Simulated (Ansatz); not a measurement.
Coupled-cluster diagnostics for the cluster K4H5⁻, Ansatz.

Geometry of the singlet (PBE0-D4/def2-SVPD):

Cartesian coordinates in Å:
```
K -1.5075 -2.7159 -2.1829
K -0.4418 1.1308 1.4156
K -3.9125 -1.2922 0.9309
K 2.1090 -0.0744 -1.4590
H 3.8717 1.8816 -0.0885
H 4.5729 1.8764 -0.4208
H -2.7687 0.5109 2.1954
H -3.7714 -2.8861 -0.9327
H 1.8483 1.5689 0.5420
```

Correlated methods freeze 20 core orbitals; core or outer-core shells of K are correlated, in sets that lack core-valence functions. In the singlet, H5 and H6 lie 0.78 Å apart (atoms count from 1), so H2 has formed as a molecule. Another isomer (singlet) lies 0.52 eV lower at PBE0-D4/def2-TZVPD; other spin states weren't run for this one.

Q: Estimate the CCSD(T) correlation energy, the shares of MP2 and (T), T1 and the reference's ⟨S²⟩ for: charge -1, singlet, own geometry in def2-TZVPD; and the rough time on 4 threads of Arm Neoverse V2 on a shared host.

A: 
| state | basis | correlation (eV) | MP2 share (%) | (T) share (%) | T1 | ⟨S²⟩ (pure) | wall time | remarks |
| --- | --- | --- | --- | --- | --- | --- | --- | --- |
| charge -1, singlet, own geometry | def2-TZVPD | -23.234 | 88.9 | 1.5 | 0.016 | 0.00 (0.00) | 79 s | restricted SCF unstable |
Customary marks for T1 are 0.02 (closed shells), 0.045 (open shells) and about 0.05 (3d metals). T1 stays under 0.02 throughout.
